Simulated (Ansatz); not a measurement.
Mulliken charges of BrClFSi (`F[Si](Cl)Br`) radical from PBE/def2-TZVPP in Ansatz (PBE0-D4/def2-TZVP geometry).

```json
{"atom": "F1", "x (Å)": "-0.532", "y (Å)": "0.674", "z (Å)": "-1.343", "charge (e)": "-0.224"}
{"atom": "Si2", "x (Å)": "-0.281", "y (Å)": "-0.391", "z (Å)": "-0.190", "charge (e)": "0.509"}
{"atom": "Cl3", "x (Å)": "-1.027", "y (Å)": "0.388", "z (Å)": "1.542", "charge (e)": "-0.154"}
{"atom": "Br4", "x (Å)": "1.896", "y (Å)": "-0.732", "z (Å)": "-0.029", "charge (e)": "-0.131"}
```

Problem. By hand: the dipole of these point charges (1 e Å = 4.8032 D).

Solution. Σ q r = (-0.114, -0.314, -0.030) e Å, of length 0.335 e Å = 1.61 D.

Problem. How does the dipole of the full density compare? (An estimate is asked.)

Solution. Ansatz gave: (-0.022, -0.135, 0.034) e Å, 0.68 D; the point charges give 2.37 times that, at 22° from its direction.

Point charges leave out the atoms' own dipoles, such as those of lone pairs, and Mulliken's split depends on the basis, so the two needn't agree.
